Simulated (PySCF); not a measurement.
## Deuteron quadrupole couplings in `CCN([SiH2][SiH3])C(C)C`

Species: C₅H₁₇NSi₂.
Numbering: `[CH3:1][CH2:2][N:3]([SiH2:4][SiH3:5])[CH:6]([CH3:7])[CH3:8]` (hydrogens: H9, H10, H11 on C1; H12, H13 on C2; H14, H15 on Si4; H16, H17, H18 on Si5; H19 on C6; H20, H21, H22 on C7; H23, H24, H25 on C8)

Geometry (GFN2-xTB, Å), atoms numbered from 1 in this order:
```xyz
25
C5H17NSi2 angstrom
C     -1.7712   -1.6404    1.4441
C     -1.3696   -1.5419   -0.0271
N     -0.3423   -0.5532   -0.2635
Si     1.2365   -1.0535   -0.7355
Si     2.9922    0.2574   -0.0279
C     -0.8020    0.8241   -0.2440
C     -0.2581    1.6028    0.9564
C     -0.4631    1.5507   -1.5457
H     -2.4991   -2.4369    1.5794
H     -0.8952   -1.8582    2.0506
H     -2.2110   -0.7083    1.7906
H     -2.2553   -1.3104   -0.6343
H     -0.9952   -2.5116   -0.3556
H      1.2999   -1.2579   -2.2044
H      1.3653   -2.4049   -0.1639
H      3.0420    1.5968   -0.6307
H      4.2567   -0.3816   -0.4021
H      3.0736    0.4809    1.4198
H     -1.8961    0.7948   -0.1546
H      0.8096    1.7728    0.8498
H     -0.4281    1.0484    1.8754
H     -0.7574    2.5665    1.0317
H      0.6128    1.6661   -1.6479
H     -0.9221    2.5368   -1.5545
H     -0.8338    0.9848   -2.3972
```

Level: PBE0/pcSseg-1 (PySCF, non-relativistic); Q(2H) = 0.00286 b; rigid geometry, the same for H and D, with no vibrational averaging.

**Question.** Rank these positions by the coupling χzz of a deuteron there, largest first.
A. H13 (methylene hydrogen)
B. H9 (methyl hydrogen)
C. H15 (Si–H hydrogen)
D. H17 (Si–H hydrogen)
E. H14 (Si–H hydrogen)
F. H12 (methylene hydrogen)

**Answer.** B (213 kHz), A (202 kHz), F (194 kHz), D (110 kHz), C (105 kHz), E (100 kHz).

**Question.** Tabulate Vzz, the asymmetry η and χzz = 234.96 MHz × Q × Vzz for every hydrogen position.

**Answer.** 
| atom | bonded to | bond length (Å) | Vzz (au) | η | χzz (kHz) |
| --- | --- | --- | --- | --- | --- |
| H9 | C1 | 1.088 | 0.3166 | 0.02 | 213 |
| H10 | C1 | 1.087 | 0.3153 | 0.02 | 212 |
| H11 | C1 | 1.087 | 0.3163 | 0.02 | 213 |
| H12 | C2 | 1.099 | 0.2892 | 0.05 | 194 |
| H13 | C2 | 1.090 | 0.3009 | 0.08 | 202 |
| H14 | Si4 | 1.484 | 0.1485 | 0.02 | 100 |
| H15 | Si4 | 1.473 | 0.1559 | 0.06 | 105 |
| H16 | Si5 | 1.470 | 0.1612 | 0.01 | 108 |
| H17 | Si5 | 1.465 | 0.1643 | 0.00 | 110 |
| H18 | Si5 | 1.467 | 0.1631 | 0.01 | 110 |
| H19 | C6 | 1.098 | 0.2846 | 0.07 | 191 |
| H20 | C7 | 1.086 | 0.3187 | 0.03 | 214 |
| H21 | C7 | 1.087 | 0.3168 | 0.02 | 213 |
| H22 | C7 | 1.088 | 0.3152 | 0.02 | 212 |
| H23 | C8 | 1.087 | 0.3146 | 0.03 | 211 |
| H24 | C8 | 1.088 | 0.3157 | 0.02 | 212 |
| H25 | C8 | 1.087 | 0.3151 | 0.01 | 212 |

**Question.** Average by the element that carries the hydrogen.

**Answer.** on C: 208 kHz over 12 positions, mean bond length 1.089 Å; on Si: 107 kHz over 5 positions, mean bond length 1.472 Å.

**Question.** How does χzz go with the bond length over the 12 C–H bonds?

**Answer.** A straight-line fit has a slope of -17.7 kHz for each 0.01 Å, with a correlation coefficient of -0.97, over lengths from 1.086 to 1.099 Å. The longer bonds have the smaller couplings here.

Isolated species at its GFN2-xTB geometry (one conformer only). GFN2-xTB bond lengths can be off by several hundredths of an ångström, more for odd bonds, and the gradients follow them. The small basis limits the accuracy of the gradients.
